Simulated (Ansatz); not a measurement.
`C[Si](N)(O)[SiH3]` → `C[SiH2]O[SiH2]N`  (isomerisation)

Computed with Ansatz on PBE0-D4/def2-TZVP structures; ΔE is electronic, products minus reactants. CCSD(T)/CBS is the MP2 limit (def2-TZVPP, def2-QZVPP) plus CCSD(T) − MP2 in def2-TZVPP, frozen cores. Functionals use def2-TZVPP. B3LYP here is the variant with VWN-RPA as its local correlation; programs differ in this. Each species was taken in one conformer, which may not be the lowest.

`C[Si](N)(O)[SiH3]`:

```xyz
14

C     1.208    1.135   -0.697
Si   -0.266    0.062   -0.302
N    -1.423    1.100    0.436
O    -0.926   -0.637   -1.647
Si    0.318   -1.787    1.020
H     1.687    1.504    0.214
H     1.953    0.569   -1.261
H     0.912    1.998   -1.300
H    -1.133    1.967    0.855
H    -2.249    0.736    0.883
H    -1.423   -0.048   -2.221
H     1.192   -2.759    0.305
H     1.051   -1.328    2.236
H    -0.901   -2.511    1.480
```

`C[SiH2]O[SiH2]N`:

```xyz
14

C     0.106    1.969    1.854
Si    0.482    1.052    0.283
O    -0.342   -0.364    0.274
Si   -0.862   -1.561   -0.718
N     0.268   -2.131   -1.860
H     0.657    2.913    1.887
H     0.394    1.376    2.726
H    -0.960    2.192    1.928
H     1.942    0.775    0.182
H     0.088    1.868   -0.903
H    -1.228   -2.684    0.176
H    -2.020   -1.050   -1.493
H     0.414   -1.664   -2.738
H     1.061   -2.692   -1.597
```

**Question.** Is it downhill or uphill in electronic energy at CCSD(T)/CBS, and by how much? (Estimate.)

**Answer.** The calculation gave: Downhill: ΔE = -27.1 kcal/mol.

**Question.** What do these levels give: PBE-D4, r2SCAN-D4, PBE0-D4, ωB97M-V, B3LYP, MP2/def2-TZVPP, CCSD(T)/def2-TZVPP, HF/def2-QZVPP, MP2/def2-QZVPP, SCS-MP2/def2-QZVPP, MP2/CBS(def2), CCSD/CBS(def2)? (An estimate is asked.)

**Answer.** Ansatz gave: PBE-D4 -20.4, r2SCAN-D4 -25.4, PBE0-D4 -22.8, ωB97M-V -27.6, B3LYP -27.8, MP2/def2-TZVPP -28.9, CCSD(T)/def2-TZVPP -27.1, HF/def2-QZVPP -35.3, MP2/def2-QZVPP -29.1, SCS-MP2/def2-QZVPP -30.4, MP2/CBS(def2) -28.9, CCSD/CBS(def2) -28.2 kcal/mol.

Largest T1 diagnostic among the species: 0.012.

From PBE to PBE0 (25 % exact exchange), in def2-TZVPP and without D4, ΔE moves by −2.3 kcal/mol. The D4 term adds +1.0 kcal/mol with B3LYP and +0.6 kcal/mol with PBE0; it sums over pairs of atoms, weighted by their polarisabilities, and B3LYP, whose exchange is more repulsive, gets the larger term.
